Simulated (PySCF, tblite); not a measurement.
Calculations on `CC(=O)[C@@H](S)[CH]F` [radical], in the order of a workflow; each names the level of the geometry that it ran on. Settings lines and outputs come from a driver script.

Compound: C₄H₆FOS (doublet state).
SMILES with atom numbers: `[CH3:1][C:2](=[O:3])[C@@H:4]([SH:5])[CH:6][F:7]` (hydrogens: H8, H9, H10 on C1; H11 on C4; H12 on S5; H13 on C6)

Step 1: GFN2-xTB geometry optimisation, gas phase (tblite 0.8.0) (from a force-field or distance-geometry start)
```json
{"job": {"kind": "relax", "xc": "GFN2-xTB", "basis": "xTB"}, "charge": 0, "multiplicity": 2}
```
```
step      E/eV     max force
  0    -640.56708    4.872
  1    -640.78267    4.849
  2    -640.97348    0.913
...
107    -641.55074    0.032
108    -641.55080    0.018
109    -641.55082    0.010
110    -641.55083    0.010
111    -641.55083    0.008
```

Energy lowered by 22.7 kcal/mol over 111 steps; largest atomic force 0.008 eV/Å at the end. «max force» is the largest atomic force in eV/Å.

Step 2: GFN2-xTB harmonic vibrations, gas phase (tblite 0.8.0) (on the GFN2-xTB geometry)
```json
{"job": {"kind": "ir", "xc": "GFN2-xTB", "basis": "xTB"}, "charge": 0, "multiplicity": 2}
```
```
(table of modes left out)
```

33 modes from 16 to 3135 cm⁻¹ (unscaled, harmonic); zero-point energy 54.7 kcal/mol; all wavenumbers are real at this level.

Step 3: UKS B3LYP, pcH-1 on C F H O S, non-relativistic, mean-field spin-orbit, GIAO (PySCF 2.14.0) (on the GFN2-xTB geometry)
```json
{"job": {"kind": "epr", "basis": "pcH-1"}, "charge": 0, "multiplicity": 2}
```
```
...
E = -729.24911447 Eh   <S^2> = 0.7564 (exact 0.7500)
g shifts (ppm)      1          2          3
  rmc          -226       -226       -226
  gc              2         35         44
  oz_so          94       1897       4444
  total        -129       1707       4262
hyperfine (MHz)  atom isotope    a_iso     a_fc   dipolar eigenvalues
    0   13C      -2.67      -2.69     -0.87      0.16      0.70
    1   13C      32.03      32.02     -3.55     -2.55      6.10
    2   17O      -2.04      -1.99    -11.51      4.50      7.02
    3   13C     -18.46     -18.45     -5.62      1.02      4.60
    4   33S      21.54      21.44    -20.46    -17.51     37.97
    5   13C      91.85      91.71    -79.21    -77.19    156.40
    6   19F     145.58     144.97   -262.65   -224.15    486.79
    7    1H       0.37       0.36     -1.29     -0.87      2.16
    8    1H       2.08       2.08     -2.91     -2.06      4.97
    9    1H       3.30       3.30     -1.26     -1.05      2.32
   10    1H       3.46       3.47     -5.07     -3.18      8.25
   11    1H      -7.64      -7.72     -6.04      0.56      5.48
   12    1H     -61.84     -61.90    -35.21     -2.05     37.26
```

⟨S²⟩ 0.756; g_iso 2.0043. rmc, gc and oz_so are the mass-correction, gauge-correction and orbital-Zeeman/spin–orbit parts of the g shift along its three principal axes; a_iso is the isotropic hyperfine coupling and a_fc its Fermi-contact part. The log counts atoms from 0, this text from 1.

Which step took the most CPU time, and about what did each take on an Arm Neoverse V1 with one thread, no GPU, on a shared host?

Step 3, about 99 % of the total. CPU time by step: 1: 0.58 s, 2: 0.32 s, 3: 64 s.

Geometry of the electronic-property runs (GFN2-xTB):
```
atom  x, y, z in Å
C1     1.8238    0.1738   -0.2011
C2     0.5218   -0.4497    0.2010
O3     0.3637   -1.1380    1.1735
C4    -0.6418   -0.0845   -0.7254
S5    -1.7539   -1.6062   -0.9302
C6    -1.3807    0.9845   -0.1014
F7    -1.7118    2.0680   -0.8163
H8     2.5536    0.0611    0.5963
H9     1.6865    1.2258   -0.4393
H10    2.1917   -0.3299   -1.0944
H11   -0.3160    0.1815   -1.7298
H12   -1.5195   -2.0300    0.3103
H13   -1.8217    0.9441    0.8778
```

 (This holds for the electronic-property runs.)

One conformer stands for the species.
